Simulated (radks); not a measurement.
Question: Successive ionisation energies (eV) of one element, from differences of total energies of ions in their ground configurations, starting at charge 0: 5.523, 18.979, 28.574, 56.174, 73.490, 91.784, 110.93, 130.82, 157.67, 179.80, 202.61. Calculated with a radial shooting solver on a logarithmic mesh with Libxc functionals: scalar-relativistic Kohn-Sham, PBE, spin-polarised, spherical densities, finite nucleus; open shells are filled with parallel spins first (spin-orbit coupling, left out, can overturn this in heavy ions); Fermi nuclear charge, rms radius 4.6156 fm. Which element is it?

Answer: Indium (Z = 49). The first species listed is In in [Kr] 4d10 5s2 5p1, the last In10+ in [Kr] 4d3.
